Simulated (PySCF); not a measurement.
B(Br)2(NH2) (BBr2H2N), SMILES NB(Br)Br. Atoms are numbered in the order given.

```xyz
6

B      0.0000     0.0000    -0.6449
Br     0.0000     1.6769     0.3227
Br     0.0000    -1.6769     0.3227
N      0.0000     0.0000    -2.0310
H      0.0000    -0.8554    -2.5746
H      0.0000     0.8554    -2.5746
```

The structure is a stationary point at B3LYP-D3(BJ)/def2-SVP. Other conformers were not sampled.

Two levels are set side by side: PBE/pcSseg-1 (PySCF) and PBE0/pcSseg-1 (PySCF). GIAO shifts against BF3 (¹¹B), NH3 (¹⁵N), TMS (¹H) at the same level; non-relativistic, no solvent, atoms listed together averaged. Without spin–orbit terms, shifts of atoms bonded to Cl or Br come out too high at both levels. Differences are taken from unrounded values.

```
quantity                PBE0
---------------------  -----
δ(¹¹B) of B1 (ppm)      29.5
δ(¹⁵N) of N4 (ppm)     121.1
δ(¹H) of H5, H6 (ppm)   4.51
```

What does PBE give, and how far is it from PBE0? (An estimate is asked for; the answer gives what the named calculation found.)


```json
[
 {"quantity": "δ(¹¹B) of B1 (ppm)", "PBE": "28.6", "PBE minus PBE0": "-0.9"},
 {"quantity": "δ(¹⁵N) of N4 (ppm)", "PBE": "125.6", "PBE minus PBE0": "4.5"},
 {"quantity": "δ(¹H) of H5, H6 (ppm)", "PBE": "4.46", "PBE minus PBE0": "-0.05"}
]
```

Rough cost on one machine, each run with all the roots and properties that it gave: PBE0 against PBE within a factor of 2.
